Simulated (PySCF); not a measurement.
## Two-component Hartree-Fock for Si (silicon, neutral)

Start: [Ne] 3s1 3p2 4s1; 3s1/2 filled at m_j = +1/2; 3p3/2 filled at m_j = +1/2, +3/2; 4s1/2 filled at m_j = +1/2. Calculated with PySCF 2.14 in x2c-SVPall-2c with one added diffuse shell each of s, p type (5s5p1d, 25 functions): generalised Hartree-Fock with the X2C-1e Hamiltonian and a Gaussian nucleus; one run each with spin-orbit coupling (SO) switched off, then screened by Boettger's factors. This is a chosen level, not necessarily the ground level.

```tsv
spinor shell	electrons	ε, spin-free (eV)	ε, screened SO (eV)	weight of nominal j (screened SO)	rms radius, screened SO (bohr)
1s1/2	2	-1881.6	-1881.6	1.000	0.129
2s1/2	2	-173.55	-173.56	1.000	0.614
2p1/2	2	-121.40	-122.04	0.758	0.598
3s1/2	1	-22.347	-22.349	0.999	2.20
3p3/2	2	-12.685	-12.679	0.831	2.67
4s1/2	1	-3.001	-3.001	1.000	6.20
```

(1) Where does 2p3/2 lie, and what is the 2p spin-orbit splitting (screened SO)?

```
   quantity   spin-free  screened SO
E (hartree)  -289.03254   -289.03217
        M_J           3            3
       ⟨J²⟩      12.003       12.003
       ⟨L²⟩       2.003        2.004
       ⟨S²⟩       6.000        6.000
```

Each row is a mean over spinors that exchange with the open shell spreads, by up to 1.434 eV (2p3/2).

Rows whose weight is well below 1 are mixtures of j = l ± 1/2: exchange outweighs spin-orbit coupling there, and the label is only the starting occupation.

Without spin-orbit coupling the j labels of p, d and f shells carry no meaning; the spin-free column gives the mean over the occupied spinors of each nl shell.

Results:

(1) At -121.09 eV, 0.953 eV above 2p1/2.
